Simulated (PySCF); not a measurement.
The numbers are results of PySCF with ωB97X-D3(BJ)/def2-TZVP // PBE0-D3(BJ)/def2-TZVP, not measurements. Gas-phase values, no solvent. One relaxed conformer stands for a flexible species; it need not be the lowest. Delta-SCF ions had no search for a lower state. Excitations are Tamm–Dancoff values on a coarser integration grid. The basis has no diffuse functions, so Rydberg states are missing or too high.

Reference species (SMILES): `C=[SiH2]` (neutral, multiplicity 1).

```
Item                                           Result
-------------------------------------------  --------
brightest of the four lowest singlets (TDA)   5.60 eV
vertical ionisation energy (Delta-SCF)        8.79 eV
HOMO                                         -8.87 eV
```

Changed species: `C=[SiH]S` (C–Si–S–H torsion 1°) (X = mercapto; the reference has X = H).

Q: Predict the effect on the brightest of the four lowest singlets (TDA), vertical ionisation energy (Delta-SCF) and HOMO.

A: the brightest of the four lowest singlets (TDA) decreases by 0.12 eV, to 5.48 eV; the vertical ionisation energy (Delta-SCF) decreases by 0.46 eV, to 8.33 eV; the HOMO rises by 0.33 eV, to -8.54 eV.
